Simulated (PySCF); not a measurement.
An unknown is described by computed data only.

Elements present: C, F and H. Monoisotopic mass: 144.0187 u.

| Quantity | Value |
| --- | --- |
| 13C NMR | chemical shifts (computed TMS as zero) by class: 142.3 (1 C), 127.3 (1 C), 124.3 (1 C), 93.4 (1 C), 84.8 (1 C), 71.2 (1 C), 71.1 (1 C) ppm [GIAO PBE0/pcSseg-1] |
| Rotational structure | rotational constants A, B, C: 5.090, 0.408, 0.405 GHz [PBE0-D3(BJ)/def2-SVP] |
| 1H NMR | chemical shifts (computed TMS as zero) by class: 6.38 (1 H), 6.22 (1 H), 2.64 (1 H) ppm [GIAO PBE0/pcSseg-1] |
| Dipole | 2.49 D [CAM-B3LYP/def2-SVPD] |
| Valence photoelectron | vertical ionisation energy: 9.36 eV [ΔSCF CAM-B3LYP/def2-SVPD] |
| Polarisability | 100.2 au [CAM-B3LYP/def2-SVPD] |

Gas-phase values; electronic properties from PySCF, density fitting. Levels stand in brackets. Geometry: PBE0-D3(BJ)/def2-SVP; no solvent, vibrations or thermal averaging. Each NMR value is the plain mean over a class of atoms that symmetry, rotation or inversion makes alike.

Q: Which formula fits the mass and the elements?

A: C7H3F3 (calculated 144.0187). No other formula that holds each of these elements comes within 0.0003 u with a fitting electron parity and a possible valence count.

Q: Propose a structure and show how it fits.

A: Numbering: `[CH:1]#[C:2][C:3]#[C:4]/[CH:5]=[CH:6]/[C:7]([F:8])([F:9])[F:10]`. Its formula, C7H3F3, gives 5 degrees of unsaturation: 0 rings and 5 π bonds in the structure found. 7 carbons fall into 7 classes; from least to most shielded: alkene CH carbon [C6] (142.3 ppm), CF3 carbon [C7] (127.3 ppm), alkene CH carbon [C5] (124.3 ppm), alkyne carbon [C3] (93.4 ppm), terminal alkyne carbon [C1] (84.8 ppm), alkyne carbon [C4] (71.2 ppm), alkyne carbon [C2] (71.1 ppm). Hydrogen classes from least to most shielded: 1 H on an alkene CH carbon, C5 (6.38 ppm), 1 H on an alkene CH carbon, C6 (6.22 ppm), 1 H on a terminal alkyne carbon, C1 (2.64 ppm). The first electron is taken from the HOMO, whose largest Löwdin shares are 0.19 on an alkyne carbon, 0.18 on an alkyne carbon, 0.18 on the terminal alkyne carbon and 0.15 on an alkene CH carbon. The optimised geometry has point group Cs and is an asymmetric top. Structure: `C(#C/C=C/C(F)(F)F)C#C`. The assignments are read from this structure; whether some other isomer fits the data as well wasn't checked.

Conformer computed: `[CH:1]#[C:2][C:3]#[C:4]/[CH:5]=[CH:6]/[C:7]([F:8])([F:9])[F:10]`: C5–C6–C7–F8 0°.
